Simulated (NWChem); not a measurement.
System meant: GeHSF, singlet; SMILES [F][Ge][SH]

Input file for NWChem:

```
start job
memory heap 200 mb stack 900 mb global 1100 mb
geometry units angstroms noautoz
  Ge    -0.429977     0.512678     0.000000
  F      1.163966     1.249693     0.000000
  S      0.299889    -1.609351     0.000000
  H     -0.962314    -2.096335     0.000000
end
basis spherical
  Ge library def2-svp
  F library def2-svp
  S library def2-svp
  H library def2-svp
end
dft
  xc pbe0
  iterations 4
  mulliken
end
task dft energy
```

End of the output:

```
    Atom       Charge   Shell Charges
 -----------   ------   -------------------------------------------------------
    1 Ge  32    31.81   2.00  2.00  1.96  1.12  0.66  5.99  5.80  1.05  0.85  7.82  2.04  0.51
    2 F    9     9.24   1.98  1.03  0.78  3.21  2.25  0.00
    3 S   16    15.94   2.00  1.95  0.99  0.69  5.81  1.87  2.58  0.05
    4 H    1     1.01   0.61  0.31  0.08

 center of mass
 --------------
 x =  -0.03105620 y =   0.12816287 z =   0.00000000

 moments of inertia (a.u.)
 ------------------
         485.172018401407          -0.000000000000           0.000000000000
          -0.000000000000         154.138373687697           0.000000000000
           0.000000000000           0.000000000000         639.310392089104

     Multipole analysis of the density
     ---------------------------------

     L   x y z        total         alpha         beta         nuclear
     -   - - -        -----         -----         ----         -------
     0   0 0 0     -0.000000    -29.000000    -29.000000     58.000000

     1   1 0 0     -1.004904     -0.502452     -0.502452      0.000000
     1   0 1 0     -0.221205     -0.110603     -0.110603      0.000000
     1   0 0 1      0.000000      0.000000      0.000000      0.000000

     2   2 0 0    -27.080390    -50.153711    -50.153711     73.227033
     2   1 1 0      0.629447     -2.115513     -2.115513      4.860473
     2   1 0 1     -0.000000     -0.000000     -0.000000      0.000000
     2   0 2 0    -26.865544   -135.320629   -135.320629    243.775713
     2   0 1 1      0.000000      0.000000      0.000000      0.000000
     2   0 0 2    -25.288688    -12.644344    -12.644344      0.000000

 ------------------------------------------------------------------------
 dft energy failed                                                                                  0
 ------------------------------------------------------------------------
 ------------------------------------------------------------------------
  current input line :
    20: task dft energy
 ------------------------------------------------------------------------
 ------------------------------------------------------------------------
 This type of error is most commonly associated with calculations not reaching convergence criteria
 ------------------------------------------------------------------------
 For more information see the NWChem manual at https://nwchemgit.github.io

0:dft energy failed:Received an Error in Communication
```

Can this run be used? If not, why, and what is the fix?

The run did not converge; its last values are not results. Cause: the SCF was allowed too few iterations. This input runs:
```
start job
memory heap 200 mb stack 900 mb global 1100 mb
geometry units angstroms noautoz
  Ge    -0.429977     0.512678     0.000000
  F      1.163966     1.249693     0.000000
  S      0.299889    -1.609351     0.000000
  H     -0.962314    -2.096335     0.000000
end
basis spherical
  * library def2-svp
end
dft
  xc pbe0
  iterations 150
  mulliken
end
task dft energy
```
It converges to -2574.73718 Ha (PBE0/def2-SVP).
